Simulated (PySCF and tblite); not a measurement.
**Conformer ensemble of 3-formyl-1-fluorobenzene, C7H5FO, numbered as in [O:1]=[CH:2][c:3]1[cH:4][cH:5][cH:6][c:7]([F:8])[cH:9]1**

The ensemble was built from 90 distance-geometry starts (ETKDG and KDG, MMFF94s, GFN2-xTB) and rests on PBE0-D3(BJ)/def2-SVP geometries. Weights use CAM-B3LYP-D3(BJ)/def2-TZVP (IEF-PCM, chloroform) energies plus GFN2-xTB zero-point and thermal terms (modes under about 100 cm⁻¹ blended into free rotors). Symmetry numbers and mirror images are counted. Conformers within 3 kcal/mol (GFN2-xTB free energy) were kept, 8 at most. GIAO shieldings: wB97X-D/pcSseg-1 (IEF-PCM, chloroform). Couplings: B3LYP/pcSseg-1 with pcJ-1 on H, F (gas phase; spin-dipole term only for pairs with B, N, F, Si or P). Couplings are for ¹⁹F, ¹H. Shifts are against TMS (¹H), TMS (¹³C), CFCl3 (¹⁹F) at the same level. Run with PySCF (density fitting) and tblite.

Torsions listed: O1–C2–C3–C4.

| conformer | shape | symmetry | E(GFN2) kcal/mol | E(DFT) kcal/mol | G(298.15 K) kcal/mol | weight % | dipole D |
| --- | --- | --- | --- | --- | --- | --- | --- |
| 1 | 180° | Cs | 0.15 | 0.00 | 0.00 | 59.3 | 4.58 |
| 2 | 1° | Cs | 0.00 | 0.19 | 0.22 | 40.7 | 2.57 |

Weights (%) against temperature:

| T (K) | 1 | 2 | S(mix) cal/mol/K |
| --- | --- | --- | --- |
| 200 | 62.8 | 37.2 | 1.31 |
| 250 | 60.7 | 39.3 | 1.33 |
| 298.15 | 59.3 | 40.7 | 1.34 |
| 350 | 58.2 | 41.8 | 1.35 |
| 400 | 57.4 | 42.6 | 1.35 |

Averaged shifts at 298.15 K. ¹H: 9.87 (H2, 1H), 8.01 (H4, 1H), 7.92 (H9, 1H), 7.89 (H5, 1H), 7.66 (H6, 1H) ppm. ¹³C: 199.7 (C2), 172.3 (C7), 144.0 (C3), 138.7 (C5), 134.4 (C4), 130.3 (C6), 123.7 (C9) ppm. ¹⁹F: -111.3 (F8) ppm.

Averaged couplings (Hz): ⁵J(H2,F8) 1.8, ⁴J(H5,F8) 4.6, ³J(H6,F8) 8.2, ³J(F8,H9) 8.6, ³J(H4,H5) 8.5, ⁴J(H4,H6) 0.6, ⁴J(H4,H9) 1.0, ³J(H5,H6) 9.2, ⁴J(H6,H9) 2.5. Computed couplings to fluorine can be off by tens of per cent at such levels.

Coordinates of conformer 1 (Å):

```xyz
14

O     2.774   -1.220    0.995
C     2.311   -0.421    0.223
C     0.863   -0.143    0.079
C     0.417    0.808   -0.844
C    -0.947    1.061   -0.972
C    -1.863    0.369   -0.184
C    -1.399   -0.576    0.731
F    -2.281   -1.233    1.479
C    -0.049   -0.844    0.876
H     2.969    0.180   -0.455
H     1.143    1.346   -1.459
H    -1.305    1.802   -1.690
H    -2.938    0.546   -0.263
H     0.311   -1.584    1.593
```

Unscaled ¹⁹F shifts at such levels can be off by tens of ppm; differences between conformers or isomers are more reliable. Shifts are unscaled: against experiment ¹³C can be off by 15 ppm or more and ¹H by 0.8 ppm.

Search and properties took 3.3 min on 1 thread of Arm Neoverse V2, shared host (rough), launched as `OMP_NUM_THREADS=1 python ens_run.py task.json out`.
